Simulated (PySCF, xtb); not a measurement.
C3H7NSi, SMILES C(=C)=CN[SiH3]. The values are those of a single conformer.

Harmonic wavenumbers (cm⁻¹) from xtb 6.7.1 with GFN2-xTB at its own minimum, in rising order: 92, 104, 146, 225, 246, 265, 550, 558, 584, 663, 755, 778, 810, 824, 845, 868, 996, 1049, 1223, 1324, 1358, 1468, 2083, 2222, 2245, 2263, 3011, 3036, 3041, 3487.

### Question
What does B3LYP-D3(BJ)/def2-SVP (PySCF) give at its own minimum? (The exact figures need the calculation; the answer reports its results.)

### Answer
109, 131, 149, 233, 274, 284, 608, 622, 713, 721, 813, 891, 909, 933, 952, 987, 1014, 1023, 1215, 1361, 1407, 1501, 2065, 2215, 2225, 2237, 3080, 3138, 3154, 3640. Paired by order, the mean absolute difference is 56 cm⁻¹ and the zero-point energies are 53.1 and 55.2 kcal/mol.
